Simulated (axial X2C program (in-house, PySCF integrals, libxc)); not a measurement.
**NaPt⁺: bond constants with and without spin–orbit coupling**

Calculated with an in-house relativistic program for diatomic molecules. Spin-free means the one-electron spin-free X2C Hamiltonian; two-component (2c) means X2C with spin–orbit coupling and atomic mean-field two-electron Coulomb and Gaunt terms, so the difference of the two also holds small scalar two-electron terms. Basis: Pt dyall-v3z [13s14p9d6f2g], Na dyall-v3z [9s8p4d2f] (cores contracted in-house); Gaussian nuclei, density fitting, unrestricted open shells. Masses: Pt 194.965 u, Na 22.990 u.

The run was started with this input:
```json
{"zs": [78, 11], "q": 1, "bas": ["dyall-v3z", "dyall-v3z"], "levels": ["PBE0", "HF", "PW91", "LDA"], "cc": false, "r0": 2.78, "npts": 10, "nst": 2, "ntry": 6}
```
```bash
python so2c.py task.json out
```

Keys: zs atomic numbers; q charge; bas basis sets; levels methods; cc coupled cluster on or off; r0 starting distance in Å; npts points on the curve; nst determinants followed; ntry starts of the search. HF also brings MP2.

State, spin-free: M_S = 1, Λ = 2 (beyond evenly filled blocks: σα, δ+α, δ+β, δ-α); electrons by block: σα: 17, σβ: 16, π+α: 9, π+β: 9, π-α: 9, π-β: 9, δ+α: 4, δ+β: 4, δ-α: 4, δ-β: 3, φ+α: 1, φ+β: 1, φ-α: 1, φ-β: 1. Fragments: Pt + Na+.

State, 2c: Ω = 3 (⟨Sz⟩ = 0.98, ⟨Lz⟩ = 2.02 at PBE0); electrons by block: 1/2: 26, -1/2: 25, 3/2: 13, -3/2: 13, 5/2: 5, -5/2: 4, 7/2: 1, -7/2: 1. Fragments: Pt + Na+.

| Hamiltonian | level | Re (Å) | ωe (cm⁻¹) | ωexe (cm⁻¹) | Be (cm⁻¹) | αe (cm⁻¹) | De (eV) | D0 (eV) | μ (D) |
| --- | --- | --- | --- | --- | --- | --- | --- | --- | --- |
| spin-free | PBE0 | 2.916 | 148.0 | n/a | 0.0964 | 0.00088 | 0.502 | 0.493 | 9.30 |
| spin-free | HF | 3.032 | 127.2 | 0.906 | 0.08916 | 0.000894 | 0.522 | 0.514 | 9.54 |
| spin-free | MP2 | 2.889 | 150.8 | 1.39 | 0.09821 | 0.00105 | 0.524 | 0.514 | n/a |
| spin-free | PW91 | 2.915 | 150.7 | n/a | 0.09647 | 0.000828 | 0.525 | 0.516 | 9.21 |
| spin-free | LDA | 2.833 | 157.9 | 0.923 | 0.1021 | n/a | 0.589 | 0.580 | 8.95 |
| 2c | PBE0 | 2.916 | 150.9 | n/a | 0.0964 | 0.000844 | 0.678 | 0.668 | 9.24 |
| 2c | HF | 3.024 | 129.8 | 0.928 | 0.08963 | 0.000893 | 0.603 | 0.595 | 9.49 |
| 2c | MP2 | 2.885 | 155.3 | 1.4 | 0.09848 | 0.00101 | 0.590 | 0.581 | n/a |
| 2c | PW91 | 2.919 | 152.4 | n/a | 0.09623 | 0.000808 | 0.726 | 0.717 | 9.16 |
| 2c | LDA | 2.837 | 160.7 | 0.915 | 0.1019 | n/a | 0.694 | 0.684 | 8.89 |

Correlated methods: 18 electrons correlated (number of frozen shells: Pt 5 s, 4 p, 2 d, 1 f; Na 1 s), 296 virtual spin orbitals or spinors in MP2.

Dipoles are positive if Na is the positive end and refer to the centre of mass.

The state is one determinant whose occupation by symmetry is held fixed; it was picked as the lowest of a PBE0 search that is not exhaustive. Dissociation energies refer to the lowest single-determinant-based atoms at the same level and basis. Density functionals use the spin component along the axis (collinear). Other states lie close and PBE0, whose exact exchange favours high spin, may order them wrongly; the determinant shown need not be the ground state. The nearest other spin-free determinant of the search, M_S = 1, Λ = 1, lies 0.13 eV up at the distance of the search. Without a current term, density functionals place determinants with orbital angular momentum somewhat too high. The atomic limit has a lower orbital projection than the molecule and lies lower at mean-field level, so De may be about a tenth of an eV too small. With several unpaired electrons one determinant need not be a pure state. At some level and bond length an empty orbital lies below a filled one.

Rough cost a point (2c) on 1 thread(s) of a shared host, integrals apart: PBE0 2.1 s, HF 2.3 s, PW91 0.7 s, LDA 0.6 s.

The whole task took 4.9 min on 1 thread of Arm Neoverse N1, on a shared host.
